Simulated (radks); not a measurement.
Q: These are the eigenvalues of the occupied orbitals of an atom or ion with whole-number occupations (eV). Method: non-relativistic Kohn-Sham, SCAN, spin-polarised, spherical densities, point nucleus; meta-GGA in the generalised Kohn-Sham scheme; computed with a radial shooting solver on a logarithmic mesh with Libxc functionals.

orbital  eigenvalue
1s up     -63871.42
1s down   -63871.42
2s up     -10556.22
2s down   -10556.15
2p up     -10115.43
2p down   -10115.35
3s up     -2454.398
3s down   -2454.373
3p up     -2248.671
3p down   -2248.643
3d up     -1866.729
3d down   -1866.667
4s up     -531.9686
4s down   -531.8515
4p up     -445.3812
4p down   -445.2515
4d up     -288.6195
4d down   -288.4497
5s up     -109.7748
5s down   -108.3081
4f up      -85.6853
4f down    -85.3605
5p up      -84.3157
5p down    -82.5755
5d up      -45.3344

Which element is it, and in what charge state? The configuration may be excited. Open shells, if any, are filled with parallel spins first.

A: Z = 74, tungsten, charge +4: W4+ in [Xe] 4f14 5d2. The list shows which subshells hold electrons but not how many an open one holds; the 1s level, -2347.2 hartree, gives Z - s = 68.5 by -(Z - s)^2/2, which with screening narrows Z to a few neighbours, and the depths of the outer levels then fix element, charge and occupations together.
